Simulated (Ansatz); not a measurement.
```yaml
crystal:
  periodic: [true, true, true]
  atoms:
    - {symbol: N, position_ang: [0.460494, 0.910016, -1.600591]}
    - {symbol: C, position_ang: [0.140577, 0.395509, -0.537987]}
    - {symbol: C, position_ang: [0.582358, -0.890077, -0.006448]}
    - {symbol: O, position_ang: [-0.159173, -1.120944, 1.238967]}
    - {symbol: Al, position_ang: [-0.904750, 0.360844, 1.190606]}
    - {symbol: H, position_ang: [0.024828, 1.888736, -1.782630]}
    - {symbol: H, position_ang: [0.273284, -1.689284, -0.721441]}
    - {symbol: H, position_ang: [1.606001, -0.970594, 0.161401]}
    - {symbol: H, position_ang: [-1.975003, 1.075628, 2.145190]}
basis:
  gaussian: {orbitals: aug-cc-pVDZ}
hamiltonian: {xc: {name: wPBEh}}
output: {forces: true}
```

```sh
$ ansatz run in.yaml --threads 2 --pin off --events-out ev --progress --plain --max-ram 4352MiB
```

It prints (some lines left out):

```
Error: YAML parse error: error: line 2 column 3: crystal: missing field `lattice` (a structure is typed as `lattice` and `atoms`, a molecule's as `atoms` in Å alone, or read from a run's directory, `checkpoint`)
 --> <input>:2:3
1 | crystal:
2 |   periodic: [true, true, true]
3 |   atoms:
4 |     - {symbol: N, position_ang: [0.460494, 0.910016, -1.600591]}
```

Problem. Something in this input is off. What?

Solution. The molecule is marked periodic without a cell. The input was rejected before any iteration.
